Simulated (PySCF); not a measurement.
MoOI₂: breathing scan

Method: PySCF, UPBE0, basis Mo def2-SVP with ECP28, O def2-SVP, I def2-SVP with ECP28 (scalar-relativistic core potentials, no spin–orbit coupling, density fitting).

Rigid scan from the triplet minimum (Mo–I 2.625 Å (×2), Mo–O 1.641 Å; I–Mo–I 122.0°, I–Mo–O 119.0° (×2)). Coordinate: all bonds to the central atom scaled together. Energies in kJ/mol from the minimum.

| scale of all bonds to the centre | E (kJ/mol) | dipole size (D) | ⟨S²⟩ |
| --- | --- | --- | --- |
| 0.88 | 355.7 | 0.33 | 2.01 |
| 0.92 | 138.3 | 0.03 | 2.01 |
| 0.96 | 30.3 | 0.19 | 2.02 |
| 1.00 | 0.0 | 0.33 | 2.03 |
| 1.04 | 23.7 | 0.41 | 2.04 |
| 1.08 | 83.6 | 0.42 | 2.08 |
| 1.14 | 212.3 | 0.25 | 2.22 |
| 1.22 | 403.7 | 0.37 | 2.70 |
| 1.35 | 662.4 | 0.52 | 3.65 |

Spin contamination is strong at 1.14, 1.22, 1.35, so these points are less reliable.

Open d and f shells are described by one determinant, and the ground state may have another occupation or spin. Spin–orbit coupling, left out here, can matter for elements this heavy.
